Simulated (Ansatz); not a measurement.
A nudged elastic band was laid between two geometries of BClFHO + H2 (7 atoms, charge 0, multiplicity 1).

The calculation used RKS PBE0-D4/def2-SVP (Ansatz 0.2.0).

```
movable images  : 9
climbing image  : yes
spring          : 5.0 eV/Å²
optimiser       : quadratic models (default)
start path      : through a guess of the saddle point
force threshold : 0.05 eV/Å
iteration limit : 60
end points      : relaxed
```

Initial state:

```xyz
7
Properties=species:S:1:pos:R:3
B 0.070 -0.558 -0.120
F 0.058 -0.836 1.178
Cl 1.612 -0.421 -0.943
O -1.068 -0.392 -0.807
H -1.852 -0.485 -0.253
H 0.260 2.358 0.817
H 0.147 1.951 1.450
```

Final state:

```xyz
7
Properties=species:S:1:pos:R:3
B -0.019 0.445 -0.427
F 0.241 0.038 2.207
Cl 1.317 -0.528 -1.043
O -1.291 0.042 -0.507
H -1.392 -0.849 -0.864
H 0.209 1.548 0.008
H 0.164 0.921 1.948
```

Task: What changes between the two ends?

Result: Bonds broken: B1–F2, H6–H7. Bonds formed: B1–H6, F2–H7. BClFHO + H2 becomes BClH2O + FH.

Task: Give the energies along the band, and the barrier.

Result: It converged. The highest image is number 6 of 0 to 10, 2.04 eV above the first end and 0.84 eV above the last; the last end lies 1.20 eV above the first. The profile has 2 maxima (images 2, 6) with wells between them (image 3): this band takes more than one step, which may be the mechanism or a detour left from its start path. A structure lower than the first end lies on the path between it and the top, so the climb from that side starts below the end, which may itself be a saddle point or a shallow side well. Neighbouring images differ by up to 1.6 eV, so the band resolves the path poorly. A vibrational analysis at the climbing image gives one clearly imaginary mode, 1145i cm⁻¹: a first-order saddle point. The orbitals stay closed-shell, which can raise the energy where a bond breaks towards radicals; this wasn't checked here.

```tsv
image	path coordinate (Å)	energy (eV)	B1–F2 (Å)	H6–H7 (Å)	B1–H6 (Å)
0	0.00	0.00	1.33	0.76	3.07
1	0.85	0.00	1.33	0.76	3.05
2	1.69	0.39	1.32	0.76	2.99
3	2.54	-0.02	1.32	0.76	3.15
4	3.39	-0.01	1.32	0.76	2.81
5	4.24	0.39	1.34	0.76	2.01
6	5.08	2.04	1.63	1.05	1.34
7	5.39	1.69	1.88	1.31	1.25
8	5.69	1.35	2.19	1.53	1.22
9	6.00	1.22	2.50	1.75	1.21
10	6.30	1.20	2.68	2.04	1.21
```

Task: What is the geometry of the highest image?

Result: 
```xyz
7
Properties=species:S:1:pos:R:3
B -0.021 0.231 0.076
F 0.195 -0.007 1.677
Cl 1.370 -0.442 -0.811
O -1.303 -0.018 -0.287
H -1.386 -0.757 -0.898
H 0.151 1.540 0.315
H 0.221 1.070 1.251
```

Run time: 13 min on 1 thread of Arm Neoverse V1, with other jobs on the host, peak memory 0.17 GiB.
